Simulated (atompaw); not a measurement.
# What one change does to a pseudopotential (N (Z = 7), PAW (atompaw))

N, PAW, made with atompaw 4.2.0.5 (PBE, non-relativistic). Core [He], reference 2s2 2p3. Waves: 2s (bound): rc 1.60 bohr; 2s channel at -0.75 Ry: rc 1.60 bohr; 2p (bound): rc 1.60 bohr; 2p channel at 1.35 Ry: rc 1.60 bohr; 3d channel at 0.05 Ry: rc 1.45 bohr. Local part: troulliermartins scheme with l = 3 at 0 Ry, radius 1.10 bohr. Core correction: smooth core density matched at 1.40 bohr. Augmentation charge: sinc compensation charge, radius 1.25 bohr; PAW radius 1.60 bohr; waves and projectors: custom polynom gramschmidtortho.

All-electron outer shells of the reference configuration (PBE, non-relativistic, ld1.x):

```json
{"shell": "2s", "level (eV)": "-18.56", "outermost node (bohr)": "0.32", "outermost maximum (bohr)": "1.02"}
{"shell": "2p", "level (eV)": "-7.10", "outermost node (bohr)": "–", "outermost maximum (bohr)": "0.98"}
```

Change: all radii scaled by about 0.88 (s 1.40, p 1.40, d 1.28 bohr); local potential troulliermartins scheme with l = 3 at 0 Ry, radius 0.96 bohr; augmentation sinc compensation charge, radius 1.10 bohr; PAW radius 1.40 bohr; waves and projectors: custom polynom gramschmidtortho; core correction smooth core density matched at 1.24 bohr.

Cutoffs: the cutoffs (Ry, on a coarse ladder) from which the occupation-weighted sum of valence levels, in a spherical-Bessel basis at the reference potential, stays within 10 and 1 mRy of its value at 400 Ry; they do not see the model core or the augmentation charge, which bear on the density cutoff.

Question: What does the change do?

Answer: The potential gets harder (25 Ry and 40 Ry → 30 Ry and 50 Ry); neither file shows a bound ghost. A smaller radius makes the pseudo-wave follow the all-electron one further in, where it bends more sharply, so more plane waves are needed.

```tsv
quantity	base	changed
cutoff, loose	25 Ry	30 Ry
cutoff, tight	40 Ry	50 Ry
loose cutoff by channel (10 mRy a level)	s 10 Ry, p 21 Ry	s 10 Ry, p 30 Ry
bound ghosts	none	none
lowest overlap eigenvalue by channel	s 0.44, p 0.93, d 1.00	s 0.28, p 0.94, d 1.00
```

 The cutoffs see the waves, projectors and local potential, not the compensation charge or the core.
